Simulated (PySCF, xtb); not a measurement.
TaOF₃, SMILES [O]=[Ta]([F])([F])[F], multiplicity 1.

GFN2-xTB run with xtb 6.7.1 at its own geometry gives an orbital gap of 4.68 eV and a dipole moment of 3.66 D.

Geometry optimised at B3LYP-D3(BJ)/def2-SVP. The spin state was assumed, not searched. The isomer is the one that the SMILES or the coordinates give; other isomers of the formula were not compared. The def2 effective core potentials stand for the cores of Ta; spin–orbit coupling is left out.

### Question
What does PySCF with M06-2X/def2-TZVP give? (An estimate is asked for; the answer gives what the named calculation found.)

### Answer
gap 11.12 eV (levels -12.04 and -0.92 eV), dipole 1.87 D.
